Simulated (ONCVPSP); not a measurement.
**Logarithmic derivatives: nickel, ONCV**

- Element: Ni
- Generator: ONCVPSP 4.0.1
- Type: optimised norm-conserving Vanderbilt (ONCV)
- Functional: PBE
- Relativity: scalar-relativistic
- Frozen core: [Ne]
- Valence charge: 18
- Reference configuration: 3s2 3p6 3d8 4s1.75 4p0.25
- Partial waves: 3s+4s: rc 1.10 bohr, ncon 4, nbas 8, qcut 9.1 1/bohr, 2 projectors; 3p+4p: rc 1.15 bohr, ncon 3, nbas 6, qcut 14 1/bohr, 2 projectors; 3d: rc 0.60 bohr, ncon 4, nbas 8, qcut 16.5 1/bohr, 2 projectors, debl 3.9 Ha
- Local potential: polynomial inside 0.60 bohr (lpopt 2, dvloc0 0 Ha)
- Core correction: none

The phase is arctan(r·R′/R) of the radial function R(r), unwrapped; energies in Ha, scanned from -6 to 5 Ha. A pole is an energy at which the radial function vanishes at the test radius. The pseudo phase is shifted by a multiple of π to meet the all-electron one at the reference energy, and phase errors are pseudo minus all-electron; the curves can meet again beyond the range given. Levels narrower than the energy grid can be missing from the lists of poles.

| channel | radius (bohr) | reference energy (Ha) | poles, all-electron | poles, pseudo | unbroken range about the reference energy with phases within 0.05 rad | phase error 1 Ha above the reference energy (rad) |
| --- | --- | --- | --- | --- | --- | --- |
| s | 1.12 | -0.22 | -2.73 | -2.73 | the whole range | -0.000 |
| p | 1.17 | -0.05 | -1.45 | -1.45 | the whole range | +0.000 |
| d | 0.61 | -0.35 | none | none | the whole range | +0.000 |

Phases in the d channel:

```
E (Ha)  all-electron  pseudo
 -5.96         0.467   0.467
 -5.68         0.420   0.420
 -5.40         0.371   0.371
 -5.12         0.319   0.319
 -4.84         0.263   0.263
 -4.56         0.204   0.205
 -4.28         0.143   0.143
 -4.00         0.079   0.079
 -3.72         0.013   0.013
 -3.44        -0.055  -0.055
 -3.16        -0.124  -0.124
 -2.88        -0.194  -0.194
 -2.60        -0.263  -0.263
 -2.32        -0.332  -0.332
 -2.04        -0.400  -0.400
 -1.76        -0.465  -0.465
 -1.48        -0.529  -0.529
 -1.20        -0.590  -0.590
 -0.92        -0.648  -0.648
 -0.64        -0.703  -0.703
 -0.36        -0.755  -0.755
 -0.08        -0.804  -0.804
  0.20        -0.850  -0.850
  0.48        -0.893  -0.893
  0.76        -0.933  -0.933
  1.04        -0.971  -0.971
  1.32        -1.006  -1.006
  1.60        -1.039  -1.039
  1.88        -1.070  -1.070
  2.16        -1.099  -1.099
  2.44        -1.126  -1.126
  2.72        -1.152  -1.152
  3.00        -1.176  -1.176
  3.28        -1.199  -1.199
  3.56        -1.220  -1.220
  3.84        -1.240  -1.240
  4.12        -1.260  -1.260
  4.40        -1.278  -1.278
  4.68        -1.295  -1.295
  4.96        -1.311  -1.311
```
